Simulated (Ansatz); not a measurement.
A made-up structure of CH3Se, doublet:

```xyz
5
angstrom
C 0.8640 0.8974 0.4341
Se -0.2457 -0.5562 0.1598
H -0.2186 -1.6483 1.2022
H -1.1266 -0.6518 -1.0629
H 0.5886 1.4191 -0.4466
```

It is relaxed with PBE-D4/def2-SVP and then PBE0-D4/def2-TZVP (Ansatz 0.2.0). Atoms count as bonded within 1.22 times the sum of their covalent radii (H–H: 0.88 Å). The end point is not checked to be a true minimum.

Problem. Does its bonding change? (A judgement: the text doesn't fix the answer.)

Solution. The calculation gives: No: no bond forms or breaks.

Where it ends: The first stage lowers the energy by 1.42 eV in 11 steps. It ends as CH₃Se ([CH][SeH2]):
```
5
angstrom
C 0.9296 0.7392 0.3786
Se -0.6582 -0.2717 0.3498
H -0.1467 -1.5431 0.8983
H -1.0015 -0.9772 -0.9479
H 0.7385 1.5130 -0.3921
```

Labels in which every atom is bracketed show which atoms are joined, not bond orders.

For scale, one of the runs: PBE0-D4/def2-TZVP relaxation, 97 basis functions, launched by `ansatz run in.yaml --threads 2 --pin off --events-out ev --progress --plain --max-ram 4352MiB`. Hardware: 2 CPU threads of an Arm Neoverse V1, shared host. Wall time about 21 s.
